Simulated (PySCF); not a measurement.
Species: C6H4F4.
Bonds: F1–C2, C2–C3 (double), C3–C4, C4–F5, C4–F6, C4–F7, C3–C8, C8–C9 (double), C9–C10, C2–C10. Hydrogens: H11 on C8; H12 on C9; H13, H14 on C10.

The same species was optimised twice, with GFN2-xTB and with PBE0-D3(BJ)/def2-SVP (PySCF), and the same property calculations (PySCF, gas phase) were run on both structures.

```csv
coordinate,GFN2-xTB,PBE0-D3(BJ)/def2-SVP,change
F1–C2 (Å),1.327,1.314,-0.013
C3–C8 (Å),1.455,1.467,+0.012
C8=C9 (Å),1.339,1.348,+0.009
C4–F6 (Å),1.347,1.340,-0.007
C4–F7 (Å),1.347,1.340,-0.007
C9–C10 (Å),1.492,1.496,+0.004
C4–F5 (Å),1.336,1.332,-0.004
C2=C3 (Å),1.346,1.350,+0.004
C3–C4 (Å),1.490,1.488,-0.002
C2–C10 (Å),1.489,1.489,0.000
C3–C4–F5 (°),113.6,112.2,-1.4
C4–C3–C8 (°),122.9,124.3,+1.4
F5–C4–F7 (°),106.7,107.8,+1.1
C3–C4–F7 (°),111.8,110.9,-0.9
F5–C4–F6 (°),106.7,107.6,+0.9
F6–C4–F7 (°),105.8,106.7,+0.9
C2–C3–C4 (°),129.1,128.3,-0.8
C8–C9–C10 (°),110.0,109.3,-0.7
C2–C3–C4–F5 (°),0,11,+11
```

Rotational constants: A = 2143, B = 1114, C = 844.3 MHz (GFN2-xTB) against A = 2146, B = 1121, C = 848.8 MHz (PBE0-D3(BJ)/def2-SVP). Point groups within 0.08 Å: Cs and C1. Atoms that the bonding makes alike are paired by their places after alignment.

On the GFN2-xTB structure: lowest singlet, TDDFT (eV) 5.13 [wB97X-D/def2-SVPD]; lowest triplet, Tamm–Dancoff (eV) 3.19 [wB97X-D/def2-SVPD]; isotropic polarisability (au) 69.0 [wB97X-D/def2-SVPD]; HOMO (eV) -8.89 [wB97X-D/def2-SVPD]; LUMO (eV) 0.50 [wB97X-D/def2-SVPD]; dipole (D) 3.77 [wB97X-D/def2-SVPD]; HOMO (eV) -7.03 [PBE0/pcSseg-1]; LUMO (eV) -1.23 [PBE0/pcSseg-1]; dipole (D) 3.69 [PBE0/pcSseg-1]; GIAO shielding of F1 (ppm) 282.5 [PBE0/pcSseg-1]; GIAO shielding of C2 (ppm) 7.9 [PBE0/pcSseg-1]; GIAO shielding of C3 (ppm) 67.6 [PBE0/pcSseg-1]; GIAO shielding of C4 (ppm) 56.1 [PBE0/pcSseg-1]; GIAO shielding of F5/F6/F7 (mean) (ppm) 247.8 [PBE0/pcSseg-1]; GIAO shielding of C8 (ppm) 49.5 [PBE0/pcSseg-1]; GIAO shielding of C9 (ppm) 58.5 [PBE0/pcSseg-1]; GIAO shielding of C10 (ppm) 144.6 [PBE0/pcSseg-1].

**Question.** What do these properties become on the PBE0-D3(BJ)/def2-SVP structure?

**Answer.** 
```json
{"property": "lowest singlet, TDDFT (eV)", "level": "wB97X-D/def2-SVPD", "on GFN2-xTB": "5.13", "on PBE0-D3(BJ)/def2-SVP": "5.09", "change": "-0.04"}
{"property": "lowest triplet, Tamm–Dancoff (eV)", "level": "wB97X-D/def2-SVPD", "on GFN2-xTB": "3.19", "on PBE0-D3(BJ)/def2-SVP": "3.17", "change": "-0.02"}
{"property": "isotropic polarisability (au)", "level": "wB97X-D/def2-SVPD", "on GFN2-xTB": "69.0", "on PBE0-D3(BJ)/def2-SVP": "69.5", "change": "+0.5"}
{"property": "HOMO (eV)", "level": "wB97X-D/def2-SVPD", "on GFN2-xTB": "-8.89", "on PBE0-D3(BJ)/def2-SVP": "-8.82", "change": "+0.07"}
{"property": "LUMO (eV)", "level": "wB97X-D/def2-SVPD", "on GFN2-xTB": "0.50", "on PBE0-D3(BJ)/def2-SVP": "0.54", "change": "+0.04"}
{"property": "dipole (D)", "level": "wB97X-D/def2-SVPD", "on GFN2-xTB": "3.77", "on PBE0-D3(BJ)/def2-SVP": "3.57", "change": "-0.20"}
{"property": "energy, GFN2-xTB geometry as zero (kcal/mol)", "level": "wB97X-D/def2-SVPD", "on GFN2-xTB": "0.0", "on PBE0-D3(BJ)/def2-SVP": "-0.5", "change": "-0.5"}
{"property": "HOMO (eV)", "level": "PBE0/pcSseg-1", "on GFN2-xTB": "-7.03", "on PBE0-D3(BJ)/def2-SVP": "-6.96", "change": "+0.07"}
{"property": "LUMO (eV)", "level": "PBE0/pcSseg-1", "on GFN2-xTB": "-1.23", "on PBE0-D3(BJ)/def2-SVP": "-1.19", "change": "+0.04"}
{"property": "dipole (D)", "level": "PBE0/pcSseg-1", "on GFN2-xTB": "3.69", "on PBE0-D3(BJ)/def2-SVP": "3.49", "change": "-0.20"}
{"property": "energy, GFN2-xTB geometry as zero (kcal/mol)", "level": "PBE0/pcSseg-1", "on GFN2-xTB": "0.0", "on PBE0-D3(BJ)/def2-SVP": "-0.3", "change": "-0.3"}
{"property": "GIAO shielding of F1 (ppm)", "level": "PBE0/pcSseg-1", "on GFN2-xTB": "282.5", "on PBE0-D3(BJ)/def2-SVP": "283.5", "change": "+1.0"}
{"property": "GIAO shielding of C2 (ppm)", "level": "PBE0/pcSseg-1", "on GFN2-xTB": "7.9", "on PBE0-D3(BJ)/def2-SVP": "8.2", "change": "+0.3"}
{"property": "GIAO shielding of C3 (ppm)", "level": "PBE0/pcSseg-1", "on GFN2-xTB": "67.6", "on PBE0-D3(BJ)/def2-SVP": "66.5", "change": "-1.1"}
{"property": "GIAO shielding of C4 (ppm)", "level": "PBE0/pcSseg-1", "on GFN2-xTB": "56.1", "on PBE0-D3(BJ)/def2-SVP": "58.0", "change": "+1.9"}
{"property": "GIAO shielding of F5/F6/F7 (mean) (ppm)", "level": "PBE0/pcSseg-1", "on GFN2-xTB": "247.8", "on PBE0-D3(BJ)/def2-SVP": "252.6", "change": "+4.8"}
{"property": "GIAO shielding of C8 (ppm)", "level": "PBE0/pcSseg-1", "on GFN2-xTB": "49.5", "on PBE0-D3(BJ)/def2-SVP": "46.3", "change": "-3.2"}
{"property": "GIAO shielding of C9 (ppm)", "level": "PBE0/pcSseg-1", "on GFN2-xTB": "58.5", "on PBE0-D3(BJ)/def2-SVP": "57.2", "change": "-1.3"}
{"property": "GIAO shielding of C10 (ppm)", "level": "PBE0/pcSseg-1", "on GFN2-xTB": "144.6", "on PBE0-D3(BJ)/def2-SVP": "143.2", "change": "-1.4"}
```

The heavy atoms differ by 0.105 Å rms after alignment (one structure mirrored). Among bonds between heavy atoms F1–C2 and C3–C8 change most and about equally (-0.013 to +0.012 Å). Changes are differences of the printed values. Neither structure is proved a minimum here.

Conformer computed: `[F:1][C:2]1=[C:3]([C:4]([F:5])([F:6])[F:7])[CH:8]=[CH:9][CH2:10]1`: C2–C3–C4–F5 11°.

The pairwise dispersion term of wB97X-D wasn't added to the energies; at a given geometry it leaves orbitals and properties as they are.
